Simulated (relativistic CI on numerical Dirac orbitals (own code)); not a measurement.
# Ligand-field terms of d7

Computed with a parametric ligand-field model of a d^n configuration (Racah B and C, spin-orbit zeta, crystal field), exact diagonalisation.

Field parameters in Wybourne normalisation: Oh B⁴₀ = 21Dq, B⁴₄ = √(5/14) B⁴₀. The field is a parameter set, without covalency.

Lowest levels for B = 560, C = 2110, ζ = 3900 cm⁻¹, Oh, 10Dq = 18650 cm⁻¹?

Γ8 0 (S 0.72), Γ6 6306 (S 1.46), Γ8 8154 (S 1.39), Γ7 13648 (S 1.48), Γ8 14372 (S 1.38), Γ8 15846 (S 0.69), Γ7 19736 (S 0.67), Γ8 20494 (S 0.66), Γ6 21423 (S 0.65) cm⁻¹, with S from ⟨S²⟩ = S(S + 1). The ground level has 1.25 electrons in the cubic e pair; its S is far from a half-integer, so spin-orbit coupling mixes spin states.

Lowest levels for B = 310, C = 1450, ζ = 1750 cm⁻¹, Oh, 10Dq = 27050 cm⁻¹?

Γ8 0 (S 0.52), Γ6 18667 (S 1.49), Γ8 19488 (S 1.46), Γ7 21488 (S 1.50), Γ8 21542 (S 1.49), Γ8 25049 (S 0.53), Γ8 26551 (S 0.55), Γ7 26761 (S 0.51), Γ6 26908 (S 0.52) cm⁻¹, with S from ⟨S²⟩ = S(S + 1). The ground level has 1.03 electrons in the cubic e pair.

Lowest levels for B = 510, C = 2490, ζ = 110 cm⁻¹, Oh, 10Dq = 28650 cm⁻¹?

Γ8 0 (S 0.50), Γ6 16817 (S 1.50), Γ8 16882 (S 1.50), Γ7 16990 (S 1.50), Γ8 16990 (S 1.50), Γ8 26649 (S 0.50), Γ6 26717 (S 0.50), Γ8 27305 (S 0.50), Γ7 27351 (S 0.50) cm⁻¹, with S from ⟨S²⟩ = S(S + 1). The ground level has 1.02 electrons in the cubic e pair.

Lowest levels for B = 380, C = 1480, ζ = 1950 cm⁻¹, Oh, 10Dq = 18750 cm⁻¹?

Γ8 0 (S 0.56), Γ6 9964 (S 1.48), Γ8 10938 (S 1.45), Γ7 13342 (S 1.50), Γ8 13495 (S 1.47), Γ8 16816 (S 0.57), Γ8 18665 (S 0.57), Γ7 18718 (S 0.54), Γ6 19101 (S 0.53) cm⁻¹, with S from ⟨S²⟩ = S(S + 1). The ground level has 1.07 electrons in the cubic e pair.

Lowest levels for B = 890, C = 4000, ζ = 240 cm⁻¹, Oh, 10Dq = 28600 cm⁻¹?

Γ8 0 (S 0.50), Γ6 9357 (S 1.50), Γ8 9507 (S 1.50), Γ7 9759 (S 1.50), Γ8 9765 (S 1.50), Γ8 25744 (S 0.50), Γ6 25905 (S 0.50), Γ8 26666 (S 0.50), Γ7 26775 (S 0.50) cm⁻¹, with S from ⟨S²⟩ = S(S + 1). The ground level has 1.03 electrons in the cubic e pair.
